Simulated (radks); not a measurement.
The numbers below are computed, except where a source is named.
Ionisation of the niobium ion Nb2+, [Kr] 4d3, to [Kr] 4d2 as the strength of local exchange is varied. Level of theory: Dirac Kohn-Sham, Slater X-alpha exchange (alpha = 2/3 is LDA exchange), no correlation, spin-unpolarised, spherical densities, finite nucleus; open shells fill j = l - 1/2 first; Fermi nuclear charge, rms radius 4.324 fm (a radial shooting solver on a logarithmic mesh with Libxc functionals).

alpha = 0.667: E(Nb2+) (hartree) -3811.59227; exchange (hartree) -110.58445; IE (eV) 23.608; -e of the level emptied (eV) 18.044 (4d3/2); <r> of it (bohr) 1.874
alpha = 0.749: E(Nb2+) (hartree) -3825.21042; exchange (hartree) -124.60075; IE (eV) 24.863; -e of the level emptied (eV) 19.169 (4d3/2); <r> of it (bohr) 1.827
alpha = 0.766: E(Nb2+) (hartree) -3828.03946; exchange (hartree) -127.51806; IE (eV) 25.129; -e of the level emptied (eV) 19.409 (4d3/2); <r> of it (bohr) 1.817
alpha = 0.835: E(Nb2+) (hartree) -3839.54239; exchange (hartree) -139.39939; IE (eV) 26.229; -e of the level emptied (eV) 20.402 (4d3/2); <r> of it (bohr) 1.780
alpha = 1.003: E(Nb2+) (hartree) -3867.68578; exchange (hartree) -168.59895; IE (eV) 29.040; -e of the level emptied (eV) 22.965 (4d3/2); <r> of it (bohr) 1.698

NIST Atomic Spectra Database: 25.040 eV (semi-empirical). The Delta-SCF value meets it near alpha = 0.76. Spin polarisation and multiplet splitting are left out, so open shells lie too high by an amount that depends on their filling.

Beside tabulated values, note that spin-unpolarised runs miss the spin-polarisation part of the exchange energy of open shells.
